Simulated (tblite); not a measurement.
Here is a computed GFN2-xTB geometry (Å):
```
atom  x, y, z in Å
O1    -1.555    0.997    1.275
C2    -1.383    1.143   -0.114
C3    -0.903   -0.140   -0.799
C4    -1.902   -1.273   -0.515
Si5   -1.417   -2.066    1.149
O6     0.176   -1.632    1.165
Si7    0.768   -0.753   -0.085
C8     1.946    0.572    0.567
Si9    2.709    1.625   -0.811
H10   -0.712    0.745    1.667
H11   -0.684    1.965   -0.332
H12   -2.371    1.428   -0.490
H13   -0.862    0.068   -1.872
H14   -2.924   -0.898   -0.546
H15   -1.818   -2.026   -1.302
H16   -1.421   -3.525    1.086
H17   -2.009   -1.522    2.361
H18    1.423   -1.677   -1.016
H19    1.459    1.226    1.290
H20    2.746    0.070    1.108
H21    3.599    2.627   -0.217
H22    3.470    0.764   -1.716
H23    1.658    2.309   -1.568
```

Neutral, closed shell.

Which heavy atoms are bonded, and with what formal order?

O1–C2 1.41 Å (single); C2–C3 1.53 Å (single); C3–C4 1.54 Å (single); C4–Si5 1.91 Å (single); Si5–O6 1.65 Å (single); O6–Si7 1.64 Å (single); Si7–C8 1.89 Å (single); C8–Si9 1.89 Å (single); C3–Si7 1.92 Å (single). Bonds to hydrogen (Å): O1–H10 0.96; C2–H11 1.10; C2–H12 1.10; C3–H13 1.09; C4–H14 1.09; C4–H15 1.09; Si5–H16 1.46; Si5–H17 1.45; Si7–H18 1.47; C8–H19 1.09; C8–H20 1.09; Si9–H21 1.47; Si9–H22 1.46; Si9–H23 1.46.

Which species is it?

`OC[C@@H]1C[SiH2]O[Si@@H]1C[SiH3]`, C4H14O2Si3. Among its features: alcohol, Si–H bond, siloxane link and C–Si bond.

Name the point group.

C1 (no symmetry element, even within 0.4 Å).

Which rings does it hold (smallest set)?

C3–C4–Si5–O6–Si7 (5 members, 0.17 Å rms from planarity).

Classify the heavy atoms.

O1: alcohol oxygen; C2: carbinol carbon (C–OH); C3: sp3 carbon bound to silicon; C4: sp3 carbon bound to silicon; Si5: oxygen-bound silicon; O6: siloxane oxygen; Si7: oxygen-bound silicon; C8: sp3 carbon bound to silicon; Si9: SiH3 silicon.

What is the arrangement about C3?

It has 4 neighbours (C2, C4, Si7, H13) and is distorted tetrahedral (angles from 105.1° to 113.2°).

What is the arrangement about O1?

It has 2 neighbours (C2, H10) and is bent (angle 108.8°).
